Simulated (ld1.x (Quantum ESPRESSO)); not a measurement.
## An all-electron radial function and its pseudo partner (W)

Columns: radius, all-electron u(r) and pseudo u(r) of the 6p shell (level -1.66 eV) of tungsten in the configuration [Kr] 4d10 4f14 5s2 5p6 5d4 6s1.75 6p0.25; PBE, non-relativistic, PAW scheme, ld1.x (Quantum ESPRESSO) 7.5.

```csv
r (bohr),all-electron,pseudo
0.110,-0.0468,-0.0198
0.220,-0.0254,-0.0763
0.330,0.0993,-0.1606
0.440,0.1054,-0.2599
0.550,0.0280,-0.3591
0.660,-0.0661,-0.4437
0.770,-0.1410,-0.5016
0.880,-0.1855,-0.5251
0.990,-0.2002,-0.5118
1.100,-0.1906,-0.4645
1.210,-0.1629,-0.3901
1.320,-0.1230,-0.2984
1.430,-0.0757,-0.1998
1.540,-0.0247,-0.1034
1.650,0.0274,-0.0160
1.760,0.0786,0.0589
1.870,0.1278,0.1211
1.980,0.1741,0.1728
2.090,0.2171,0.2170
2.200,0.2566,0.2566
2.310,0.2925,0.2925
2.420,0.3249,0.3249
2.530,0.3538,0.3538
2.640,0.3795,0.3795
2.750,0.4019,0.4019
2.860,0.4214,0.4214
```

(1) How many radial nodes do the two functions have?

(2) At about which radius was the pseudo-wave matched?

(3) Is the pseudo-wave norm-conserving?

## Answers

(1) The all-electron 6p function has n − l − 1 = 4 (the table is too coarse to show those close to the nucleus); the pseudo-wave has 1, since 1 lower shell of the same l stays in the valence.

(2) 2.20 bohr. The columns agree to 0.0005 from 2.09 bohr on; several derivatives are matched, so the curves merge somewhat inside the radius.

(3) No, it belongs to a PAW set: the norm inside the radius is not constrained, and the difference is carried by the augmentation charge.
